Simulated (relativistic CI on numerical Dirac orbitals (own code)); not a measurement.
**Dy11+: sensitivity of the levels to the model**

Base calculation: Dirac-Coulomb-Breit CI, orbitals from a KLI potential per configuration, a model potential for QED, unscaled Slater integrals.

CI space (outside the closed core [Kr] 4d10): 4f7 5s2, 4f5 5s2 5p2, 4f6 5s2 5p, 4f7 5s 5p, 4f8 5s, 4f6 5s2 6s. Levels of other configurations are missing.

The lowest level and the first level of each name with at least 55 % of one term (blank where a level has no safe partner in the second run):

```
             Level  Base (cm⁻¹)  Shift (cm⁻¹)
   4f7 5s2 8S°_7/2          0.0           0.0
4f6 5s2 5p 8G°_1/2      39638.2       -2391.3
4f6 5s2 5p 8G°_3/2      40789.0       -2372.6
4f6 5s2 5p 8G°_5/2      42543.0       -2395.8
4f6 5s2 5p 8G°_7/2      44794.7       -2477.1
   4f7 5s2 6P°_7/2      48321.0       -5140.2
   4f7 5s2 6P°_5/2      49151.0       -5004.2
   4f7 5s2 6P°_3/2      50305.6       -5460.2
   4f7 5s2 6I°_7/2      53341.4       -5540.0
  4f7 5s2 6I°_17/2      53641.0       -5453.1
   4f7 5s2 6I°_9/2      53823.2       -5474.4
  4f7 5s2 6I°_11/2      54190.6       -5427.2
  4f7 5s2 6I°_15/2      54238.0       -5402.1
  4f7 5s2 6I°_13/2      54361.2       -5402.4
```

At this charge transitions that keep the count of f electrons are usually good to a few per cent. Terms inside the open d or f shell come out 10 to 20 % too wide with unscaled integrals. Levels and lines within the n = 5 or 6 shells can be off by up to 10 % or somewhat more, and those that change n by about 2 %, since core polarisation is missing. Levels that differ in their count of f electrons can be misplaced by several ten thousand cm⁻¹, since the correlation energy of f electrons is missing or only estimated; rates across such gaps can be off by orders of magnitude.

Q: One thing was changed in a second run, which moved the levels as shown. Which?
A. Breit term removed
B. configuration mixing switched off
C. QED terms removed
D. only the first 3 configurations
E. valence Slater integrals scaled by 0.9
F. non-relativistic limit

A: E. Valence Slater integrals scaled by 0.9. Scaling acts on the splittings between terms and on the mixing, and leaves the fine structure of pure LS terms nearly alone; in jj coupling it moves the levels of one term differently.

LS names give the leading component of a level, which can be under half, so a name can repeat, a term be missing and a line seem to break the LS rules.
